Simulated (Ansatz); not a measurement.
One change: `BO[SiH](O)F` becomes `O[SiH](F)[SiH2]Br`.

Ansatz, PBE0-D4/def2-TZVP geometries, multiplicity 1. Each molecule was computed in one conformer, which needn't be the lowest.

Scalar relativity is left out up to krypton.

```json
{"property": "HOMO–LUMO gap (PBE0/def2-TZVPP) / eV", "`BO[SiH](O)F`": "7.89"}
{"property": "LUMO energy (PBE0/def2-TZVPP) / eV", "`BO[SiH](O)F`": "-0.79"}
{"property": "size of the dipole moment (B3LYP/def2-TZVPP) / D", "`BO[SiH](O)F`": "1.93"}
{"property": "HOMO–LUMO gap (PBE/def2-TZVPP) / eV", "`BO[SiH](O)F`": "5.37"}
{"property": "HOMO–LUMO gap (ωB97M-V/def2-TZVPP) / eV", "`BO[SiH](O)F`": "12.16"}
{"property": "HOMO energy (ωB97M-V/def2-TZVPP) / eV", "`BO[SiH](O)F`": "-11.04"}
```

**Question.** Give the same properties after the change, and the shifts. (An estimate is asked.)

**Answer.** Ansatz gave: 
```csv
property,`O[SiH](F)[SiH2]Br`,shift
HOMO–LUMO gap (PBE0/def2-TZVPP) / eV,6.92,-0.97
LUMO energy (PBE0/def2-TZVPP) / eV,-1.20,-0.41
size of the dipole moment (B3LYP/def2-TZVPP) / D,1.35,-0.58
HOMO–LUMO gap (PBE/def2-TZVPP) / eV,4.88,-0.49
HOMO–LUMO gap (ωB97M-V/def2-TZVPP) / eV,10.78,-1.38
HOMO energy (ωB97M-V/def2-TZVPP) / eV,-10.18,0.86
```

With PBE0 the HOMO rises by 0.56 eV and the LUMO falls by 0.41 eV, so the gap narrows by about 0.97 eV. PBE moves the HOMO by 0.29 eV and ωB97M-V by 0.86 eV. Dipoles are sizes alone; their direction can turn.

B3LYP here is the variant with VWN-RPA as its local correlation; programs differ in this.

Spin–orbit coupling is left out; it splits and shifts lone-pair levels of the heavy atoms by tenths of an eV.
